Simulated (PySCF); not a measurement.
Where the electron goes

Compound: C6H5F2S (charge +1).
Numbering: `[F:1][CH:2]([F:3])[c:4]1[cH:5][cH:6][cH:7][s+:8][cH:9]1` (hydrogens: H10 on C2; H11 on C5; H12 on C6; H13 on C7; H14 on C9)

Cartesian coordinates in Å at the GFN2-xTB level; atoms count from 1:
```xyz
14
C6H5F2S angstrom
F     -2.2388   -1.2305    1.0340
C     -2.0704   -0.1376    0.2701
F     -2.6392    0.9009    0.9039
C     -0.5803    0.1132    0.0643
C      0.2437   -0.9815   -0.2069
C      1.6167   -0.8560   -0.3886
C      2.2754    0.3487   -0.3119
S      1.5257    1.8286    0.0125
C     -0.0974    1.3978    0.1814
H     -2.6025   -0.2960   -0.6852
H     -0.2057   -1.9639   -0.2600
H      2.1946   -1.7467   -0.5954
H      3.3458    0.4066   -0.4533
H     -0.7683    2.2160    0.4127
```

Computed with TDDFT CAM-B3LYP/def2-SVPD, vertical, gas phase, core orbitals frozen in the response in PySCF.

Frontier orbitals with the atoms that hold most of them (Löwdin shares over 4%, at most four atoms; ? is withheld):

```json
{"orbital": "LUMO+2", "ε (eV)": "-3.31", "atoms": "S8 62%, C9 11%, C7 11%"}
{"orbital": "LUMO+1", "ε (eV)": "-5.67", "atoms": "C4 20%, C6 20%, C9 18%, C7 16%"}
{"orbital": "LUMO", "ε (eV)": "?", "atoms": "S8 25%, C5 22%, C7 18%, C9 16%"}
{"orbital": "HOMO", "ε (eV)": "-15.15", "atoms": "?"}
{"orbital": "HOMO-1", "ε (eV)": "-15.45", "atoms": "?"}
{"orbital": "HOMO-2", "ε (eV)": "-15.83", "atoms": "F1 26%, F3 20%, C2 16%, C4 14%"}
{"orbital": "HOMO-3", "ε (eV)": "-17.11", "atoms": "S8 36%, C6 13%, C7 12%, C9 10%"}
```

Task: Which atoms hold the HOMO-1, and with what shares?

Result: S8 (bonded to 2 C) 29%; C5 (bonded to 2 C and H) 22%; C6 (bonded to 2 C and H) 17%; C9 (bonded to C, S and H) 8%. By element: carbon 48% or more, sulfur 29%.

Task: Which atoms hold the HOMO, and with what shares?

Result: C7 (bonded to C, S and H) 22%; C9 (bonded to C, S and H) 21%; C4 (bonded to 3 C) 20%; C6 (bonded to 2 C and H) 13%.

Task: What is the LUMO energy, and the HOMO–LUMO gap?

Result: ε(LUMO) = -7.15 eV; the gap is 8.00 eV (0.2940 hartree).

Task: How does S1 compare with the orbital gap of 8.00 eV?

Result: S1 is at 4.92 eV (f = 0.057), 3.08 eV below the gap, made of HOMO→LUMO (86%), HOMO-1→LUMO+1 (10%). Without the coupling terms of the response equations the lowest excitation would equal the gap.

Task: One configuration dominates each of S1, S2 and S3. Which, and how do the shares of the two leading atoms of either orbital change from the occupied to the empty one?

Result: 
- S1 (4.92 eV, f 0.057), HOMO→LUMO (86%): C7 22% → 18%, C9 21% → 16%, S8 at most 14% → 25%, C5 at most 14% → 22%
- S2 (5.50 eV, f 0.060), HOMO-1→LUMO (79%): S8 29% → 25%, C5 22% → 22%
- S3 (5.61 eV, f 0.014), HOMO-2→LUMO (85%): F1 26% → at most 17%, F3 20% → at most 17%, S8 at most 14% → 25%, C5 at most 14% → 22%

Löwdin shares depend on the basis, the more so with diffuse functions.

One conformer stands for the species.
